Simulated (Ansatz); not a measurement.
BH2(CF3) (CH2BF3): single points at one geometry.

```yaml
crystal:
  periodic: [false, false, false]
  atoms:
    - {symbol: B, position_ang: [0.479697, 0.828623, 0.012427]}
    - {symbol: H, position_ang: [1.688756, 0.791420, -0.004540]}
    - {symbol: H, position_ang: [-0.143137, 1.857819, -0.115902]}
    - {symbol: C, position_ang: [-0.323402, -0.548356, 0.076182]}
    - {symbol: F, position_ang: [0.305008, -1.566786, 0.705822]}
    - {symbol: F, position_ang: [-0.431828, -0.885676, -1.256566]}
    - {symbol: F, position_ang: [-1.575094, -0.477044, 0.582578]}
basis:
  gaussian: {orbitals: def2-TZVP, initial_orbitals: start.molden}
hamiltonian: {xc: {name: r2SCANh}, dispersion: d4}
scf: {omitted_lower_state_checks: [starts]}
output: {orbitals: {seedname: orbitals}}
```

The file start.molden holds the orbitals of an earlier run on this structure, at another level or in another basis.

```sh
$ ansatz run in.yaml --threads 4 --pin off --events-out ev --progress --plain --max-ram 3916MiB
```

It prints (some lines left out):

```
Functional definition: r2SCANh
905 factors; their error is unknown
mean field evaluation 1: about -9894.9761 eV, gradient 4.5e0 eV
mean field evaluation 2: about -9894.9969 eV, gradient 2.5e-2 eV
mean field evaluation 4: about -9894.9994 eV, gradient 1.6e-4 eV
mean field -9894.99936652 eV, -363.6345196483 hartree, gradient 2.4e-5 eV, S^2 0.000000; 0 other end points of the search recorded, 0 dependent functions left out
reference -9894.99937524 eV, -363.6345199686 hartree; 20, 20 occupied and 147, 147 virtual orbitals, 905 factors
Total energy: -9895.02279530 eV, -363.6353806401 hartree
Checks for a lower state left out: starts
```

Run time 2.1 s (4 threads of Arm Neoverse V1 on a shared host).

The first input with `hamiltonian: {xc: {name: CAM-B3LYP}, dispersion: d4}` (abridged; 1.4 s):

```
Functional definition: CAM-B3LYP
mean field -9897.21263267 eV, -363.7158556789 hartree, gradient 1.7e-5 eV, S^2 0.000000
Total energy: -9897.28942527 eV, -363.7186777548 hartree
Checks for a lower state left out: starts
```

As the first input, with `gaussian: {orbitals: 6-31G}`, `hamiltonian: {xc: hf}` (abridged; 0.15 s):

```
Functional definition: HF
mean field -9847.58067053 eV, -361.8919147122 hartree, gradient 1.9e-5 eV, S^2 0.000000
Total energy: -9847.58067053 eV, -361.8919147122 hartree
Checks for a lower state left out: starts
```

As the first input, with `hamiltonian: {xc: pbe}`, `correlation: {method: rpa}` and without the key `output` (abridged; 2 s):

```
Functional definition: PBE
mean field -9889.77558065 eV, -363.4425490584 hartree, gradient 5.3e-6 eV, S^2 0.000000
5 core orbitals not correlated: weight in the atoms' cores, before any rotation towards them, 1.000 or more for the frozen orbitals, at most 0.000 for the correlated occupied ones
Total energy: -9895.07766081 eV, -363.6373969101 hartree
Checks for a lower state left out: starts
```

First input, but with `gaussian: {orbitals: def2-TZVPP, initial_orbitals: start.molden}`, `correlation: {method: ccsd_t}` and without the key `hamiltonian` (abridged; 39 s):

```
Functional definition: HF
mean field -9855.04625378 eV, -362.1662698362 hartree, gradient 3.1e-6 eV, S^2 0.000000
5 core orbitals not correlated: weight in the atoms' cores, before any rotation towards them, 1.000 or more for the frozen orbitals, at most 0.000 for the correlated occupied ones
second order -27.19678888 eV of doubles, -0.00000000 eV of singles
cycle   1  -26.99159495 eV  change    2.1e-1 eV  update   1.1e-1
cycle   2  -27.58291072 eV  change   -5.9e-1 eV  update   3.2e-2
cycle   3  -27.72255181 eV  change   -1.4e-1 eV  update   1.6e-2
cycle   4  -27.70451255 eV  change    1.8e-2 eV  update   3.9e-3
cycle   5  -27.70142409 eV  change    3.1e-3 eV  update   2.2e-3
cycle   6  -27.70352260 eV  change   -2.1e-3 eV  update   7.9e-4
cycle   7  -27.70348974 eV  change    3.3e-5 eV  update   3.0e-4
cycle   8  -27.70327014 eV  change    2.2e-4 eV  update   9.8e-5
cycle   9  -27.70329650 eV  change   -2.6e-5 eV  update   3.7e-5
cycle  10  -27.70332194 eV  change   -2.5e-5 eV  update   1.4e-5
perturbative correction -0.88102980 eV, -0.0323772480 hartree
Total energy: -9883.63060552 eV, -363.2167253876 hartree
Checks for a lower state left out: starts
```

The first input with `correlation: {method: mp2}` and without the key `hamiltonian` (abridged; 1 s):

```
Functional definition: HF
mean field -9855.03672066 eV, -362.1659195005 hartree, gradient 3.1e-6 eV, S^2 0.000000
5 core orbitals not correlated: weight in the atoms' cores, before any rotation towards them, 1.000 or more for the frozen orbitals, at most 0.000 for the correlated occupied ones
second order -27.06663844 eV of doubles, -0.00000000 eV of singles
Total energy: -9882.10335910 eV, -363.1606001167 hartree
Checks for a lower state left out: starts
```

As the first input, with `gaussian: {orbitals: STO-3G}`, `hamiltonian: {xc: hf}` (abridged; 0.1 s):

```
Functional definition: HF
mean field -9715.27215410 eV, -357.0296664150 hartree, gradient 1.1e-5 eV, S^2 0.000000
Total energy: -9715.27215410 eV, -357.0296664150 hartree
Checks for a lower state left out: starts
```

Geometry: PBE-D4/def2-SVP.

Correlated methods freeze 5 core orbitals.
